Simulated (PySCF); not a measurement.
F₃Y, charge -1, doublet, at a GFN2-xTB geometry (such geometries of metal compounds can be far from the true shape) (the multiplicity is a formal guess) (core potentials on Y) (in this run its highest filled SCF level lies above zero, so its values depend strongly on the basis, on diffuse functions most of all); PBE0/def2-SVP (PySCF).

PySCF was given this input:
```python
from pyscf import gto, scf, dft

mol = gto.M(
    atom='''
Y    -0.000000    0.000000    0.000000
F    -1.624289   -0.999947    0.071333
F     0.010960    1.749501   -0.763167
F     1.613330   -0.749554    0.691834
''',
    basis='def2-svp',
    ecp={'Y': 'def2-svp'},
    charge=-1,
    spin=1,
    verbose=4,
)

mf = dft.UKS(mol)
mf.xc = 'pbe0'
mf.kernel()
mf.analyze()
```

Question: Write the output that PySCF gives for this input, abridged.

Answer: 
```
PySCF version 2.14.0

[INPUT] verbose = 4
[INPUT] num. atoms = 4
[INPUT] num. electrons = 39
[INPUT] charge = -1
[INPUT] spin (= nelec alpha-beta = 2S) = 1
[INPUT] symmetry False subgroup None
[INPUT] Mole.unit = angstrom
[INPUT] Symbol           X                Y                Z      unit          X                Y                Z       unit  Magmom
[...]
nuclear repulsion = 121.235387072253
number of shells = 29
number of NR pGTOs = 129
number of NR cGTOs = 73
basis = def2-svp
ecp = {'Y': 'def2-svp'}

******** <class 'pyscf.dft.uks.UKS'> ********
method = UKS
initial guess = minao
damping factor = 0
level_shift factor = 0
DIIS = <class 'pyscf.scf.diis.CDIIS'>
diis_start_cycle = 1
diis_space = 8
diis_damp = 0
SCF conv_tol = 1e-09
SCF conv_tol_grad = None
SCF max_cycles = 50
direct_scf = True
direct_scf_tol = 1e-13
number electrons alpha = 20  beta = 19
XC library pyscf.dft.libxc version 7.1.2
    S. Lehtola, C. Steigemann, M. J. T. Oliveira, and M. A. L. Marques,  SoftwareX 7, 1–5 (2018)
XC functionals = pbe0
    C. Adamo and V. Barone,  J. Chem. Phys. 110, 6158 (1999)
    M. Ernzerhof and G. E. Scuseria,  J. Chem. Phys. 110, 5029 (1999)
radial grids:
    Treutler-Ahlrichs [JCP 102, 346 (1995); DOI:10.1063/1.469408] (M4) radial grids

becke partition: Becke, JCP 88, 2547 (1988); DOI:10.1063/1.454033
pruning grids: <function nwchem_prune>
grids dens level: 3
symmetrized grids: False
atomic radii adjust function: <function treutler_atomic_radii_adjust>
small_rho_cutoff = 0
Set gradient conv threshold to 3.16228e-05
tot grids = 64664
init E= -331.929589645603

cycle= 1 E= -337.207763262621  delta_E= -5.28  |g|= 0.834  |ddm|= 3.23
cycle= 2 E= -337.366300153085  delta_E= -0.159  |g|= 0.762  |ddm|= 3.18
cycle= 3 E= -337.570237178497  delta_E= -0.204  |g|= 0.188  |ddm|= 1.62
cycle= 4 E= -337.584902335896  delta_E= -0.0147  |g|= 0.0219  |ddm|= 0.318
cycle= 5 E= -337.585203637774  delta_E= -0.000301  |g|= 0.00269  |ddm|= 0.0829
cycle= 6 E= -337.58521006488  delta_E= -6.43e-06  |g|= 0.000456  |ddm|= 0.00875
cycle= 7 E= -337.585210275624  delta_E= -2.11e-07  |g|= 8.98e-05  |ddm|= 0.00131
cycle= 8 E= -337.585210285353  delta_E= -9.73e-09  |g|= 2.14e-05  |ddm|= 0.000614
cycle= 9 E= -337.585210285879  delta_E= -5.26e-10  |g|= 9.58e-06  |ddm|= 0.000167
Extra cycle  E= -337.58521028583  delta_E= 4.88e-11  |g|= 1.58e-05  |ddm|= 1.59e-05
converged SCF energy = -337.58521028583  <S^2> = 0.75066604  2S+1 = 2.0006659
**** SCF Summaries ****
Total Energy =                        -337.585210285830385
Nuclear Repulsion Energy =             121.235387072252905
One-electron Energy =                 -732.839267891347390
Two-electron Energy =                  274.018670533264128
Two-electron Coulomb Energy =          310.607579664468744
DFT Exchange-Correlation Energy =      -36.588909131204630
**** MO energy ****
                             alpha | beta                alpha | beta
[...]
spin_pop of  0 Y 4s        0.00023
spin_pop of  0 Y 5s        0.68139
spin_pop of  0 Y 6s        0.01972
spin_pop of  0 Y 7s        0.00103
spin_pop of  0 Y 8s        0.00488
spin_pop of  0 Y 4px       0.00164
spin_pop of  0 Y 4py      -0.00019
spin_pop of  0 Y 4pz      -0.00100
spin_pop of  0 Y 5px      -0.00098
spin_pop of  0 Y 5py       0.00009
spin_pop of  0 Y 5pz       0.00061
spin_pop of  0 Y 6px       0.00237
spin_pop of  0 Y 6py       0.00063
spin_pop of  0 Y 6pz       0.00121
spin_pop of  0 Y 4dxy      0.03733
spin_pop of  0 Y 4dyz      0.04983
spin_pop of  0 Y 4dz^2     0.01115
spin_pop of  0 Y 4dxz      0.00207
spin_pop of  0 Y 4dx2-y2    0.00766
spin_pop of  0 Y 5dxy      0.05469
spin_pop of  0 Y 5dyz      0.07406
spin_pop of  0 Y 5dz^2     0.01542
spin_pop of  0 Y 5dxz      0.00211
spin_pop of  0 Y 5dx2-y2    0.00061
spin_pop of  0 Y 4f-3      0.00249
spin_pop of  0 Y 4f-2      0.00024
spin_pop of  0 Y 4f-1      0.00016
spin_pop of  0 Y 4f+0     -0.00006
spin_pop of  0 Y 4f+1      0.00018
spin_pop of  0 Y 4f+2      0.00084
spin_pop of  0 Y 4f+3      0.00008
spin_pop of  1 F 1s        0.00000
spin_pop of  1 F 2s        0.00765
spin_pop of  1 F 3s        0.00521
spin_pop of  1 F 2px      -0.00092
spin_pop of  1 F 2py      -0.00137
spin_pop of  1 F 2pz      -0.00352
spin_pop of  1 F 3px       0.00002
spin_pop of  1 F 3py       0.00011
spin_pop of  1 F 3pz       0.00021
spin_pop of  1 F 3dxy      0.00001
spin_pop of  1 F 3dyz      0.00001
spin_pop of  1 F 3dz^2     0.00003
spin_pop of  1 F 3dxz      0.00001
spin_pop of  1 F 3dx2-y2    0.00000
spin_pop of  2 F 1s        0.00000
spin_pop of  2 F 2s        0.00888
spin_pop of  2 F 3s        0.00661
spin_pop of  2 F 2px      -0.00106
spin_pop of  2 F 2py      -0.00137
spin_pop of  2 F 2pz      -0.00357
spin_pop of  2 F 3px       0.00012
spin_pop of  2 F 3py       0.00008
spin_pop of  2 F 3pz       0.00022
spin_pop of  2 F 3dxy      0.00000
spin_pop of  2 F 3dyz      0.00003
spin_pop of  2 F 3dz^2     0.00002
spin_pop of  2 F 3dxz      0.00000
spin_pop of  2 F 3dx2-y2    0.00000
spin_pop of  3 F 1s        0.00000
spin_pop of  3 F 2s        0.00987
spin_pop of  3 F 3s        0.00779
spin_pop of  3 F 2px      -0.00097
spin_pop of  3 F 2py      -0.00139
spin_pop of  3 F 2pz      -0.00366
spin_pop of  3 F 3px       0.00008
spin_pop of  3 F 3py       0.00005
spin_pop of  3 F 3pz       0.00022
spin_pop of  3 F 3dxy      0.00000
spin_pop of  3 F 3dyz      0.00002
spin_pop of  3 F 3dz^2     0.00002
spin_pop of  3 F 3dxz      0.00002
spin_pop of  3 F 3dx2-y2    0.00001
In total            20.00000 | 19.00000

WARN: System has nonzero charge -1; the dipole moment is origin-dependent.
Location of origin: [0. 0. 0.]

Dipole moment(X, Y, Z, Debye):  0.00007, -0.00003, -0.00026
```
